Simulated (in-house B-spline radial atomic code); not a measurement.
Successive ionisation energies of thallium; each step leads to the configuration of the next row (after the last: [Ne] 3s2 3p2). Dirac energy differences include first-order Breit, QED and recoil terms. NIST's values go from ground level to ground level; the uncertainty of those that are theory runs from under 0.1 % in few-electron ions to several per cent in heavy many-electron ones. Computed with an all-electron radial atomic-structure program (B-spline basis): Dirac-Hartree-Fock, average of the configuration, finite nuclei.

```
  ion  configuration  ionisation energy (eV)  tabulated value (eV)  computed minus tabulated (eV)  highest orbital  largest mean radius (bohr)
Tl52+  [Ar] 3d10 4s1                  3165.1                3164.7                              0            4s1/2                     0.34328
Tl53+      [Ar] 3d10                  5274.8                  5234                             41            3d5/2                       0.178
Tl54+       [Ar] 3d9                  5420.5                  5371                             50            3d5/2                     0.17706
Tl55+       [Ar] 3d8                  5567.9                  5518                             50            3d5/2                     0.17613
Tl56+       [Ar] 3d7                  5716.8                  5674                             43            3d5/2                      0.1752
Tl57+       [Ar] 3d6                       ?                     ?                              ?                ?                           ?
Tl58+       [Ar] 3d5                       ?                     ?                              ?                ?                           ?
Tl59+       [Ar] 3d4                  6173.0                  6241                            -68            3d5/2                     0.17247
Tl60+       [Ar] 3d3                  6328.2                  6392                            -64            3d5/2                     0.17157
Tl61+       [Ar] 3d2                  6485.0                  6560                            -75            3d5/2                     0.17068
Tl62+       [Ar] 3d1                       ?                     ?                              ?                ?                           ?
Tl63+   [Ne] 3s2 3p6                  7326.4                  7146                            180            3p3/2                     0.16892
Tl64+   [Ne] 3s2 3p5                  7467.7                  7281                            187            3p3/2                     0.16808
Tl65+   [Ne] 3s2 3p4                  7609.9                  7430                            180            3p3/2                      0.1673
Tl66+   [Ne] 3s2 3p3                  7753.1                  7570                            183            3p3/2                     0.16653
```

Fill in the row of Tl57+.

ionisation energy (eV): 5867.3; tabulated value (eV): 5824; computed minus tabulated (eV): 43; highest orbital: 3d5/2; largest mean radius (bohr): 0.17428.

Fill in the row of Tl58+.

ionisation energy (eV): 6019.4; tabulated value (eV): 5969; computed minus tabulated (eV): 50; highest orbital: 3d5/2; largest mean radius (bohr): 0.17337.

Fill in the row of Tl62+.

ionisation energy (eV): 6643.4; tabulated value (eV): 6714; computed minus tabulated (eV): -71; highest orbital: 3d5/2; largest mean radius (bohr): 0.16979.

Where is the largest jump?

From Tl52+ to Tl53+, by a factor of 1.67 (3165.1 to 5274.8 eV); the highest orbital goes from 4s1/2 to 3d5/2.

Where a p, d or f electron is removed, the computed value is a mean over both j, so it misses the tabulated one by a part of the spin-orbit splitting; averaging over terms and missing correlation add to the gap, relatively most at low charge.
